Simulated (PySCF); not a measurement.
## Magnetisability: SMILES BrCl, BrCl

Molfile (atoms numbered from 1):
```
BrCl
     RDKit          3D

  2  1  0  0  0  0  0  0  0  0999 V2000
    1.0859   -0.0101   -0.0048 Cl  0  0  0  0  0  0  0  0  0  0  0  0
   -1.0788   -0.0011   -0.0156 Br  0  0  0  0  0  0  0  0  0  0  0  0
  1  2  1  0
M  END
```

Computed with GIAO B3LYP/def2-QZVP magnetisability, rotational g tensor and spin-rotation constants, non-relativistic, gas phase (PySCF 2.14.0). Geometry: PBE0-D3(BJ)/def2-SVP.

The calculation is non-relativistic, which matters for the atoms heavier than Zn.

(1) What are the magnetisability and the molar susceptibility?

(2) Split it along the inertial axes a, b, c into diamagnetic and paramagnetic parts about the centre of mass, with the quadrupole moment.

(3) And the rotational g tensor?

Answers

(1) Isotropic -765 × 10⁻³⁰ J/T², or -46.1 × 10⁻⁶ cm³/mol; principal values -918, -688, -688 × 10⁻³⁰ J/T², anisotropy 230 × 10⁻³⁰ J/T² (root of half the summed squared differences of the principal values). The susceptibility is in cgs units.

(2) 
| axis | χ (10⁻⁶ cm³/mol) | diamagnetic (10⁻⁶ cm³/mol) | paramagnetic (10⁻⁶ cm³/mol) | summed x² of all electrons (Å²) | quadrupole Θ (D Å) |
| --- | --- | --- | --- | --- | --- |
| a | -55.3 | -55.3 | 0.0 | 59.5 | +3.54 |
| b | -41.4 | -280.1 | 238.6 | 6.5 | -1.77 |
| c | -41.4 | -280.1 | 238.6 | 6.5 | -1.77 |

Anisotropies 2χaa − χbb − χcc = -27.8 and 2χbb − χaa − χcc = +13.9 × 10⁻⁶ cm³/mol. Θ is traceless in Buckingham's convention.

(3) 
```
axis  rotational constant (GHz)        g  nuclear part  electronic part
   b                     4.4506  -0.0225        0.4765          -0.4990
   c                     4.4506  -0.0225        0.4765          -0.4990
```
Linear; isotopes 79Br, 35Cl; no vibrational averaging.
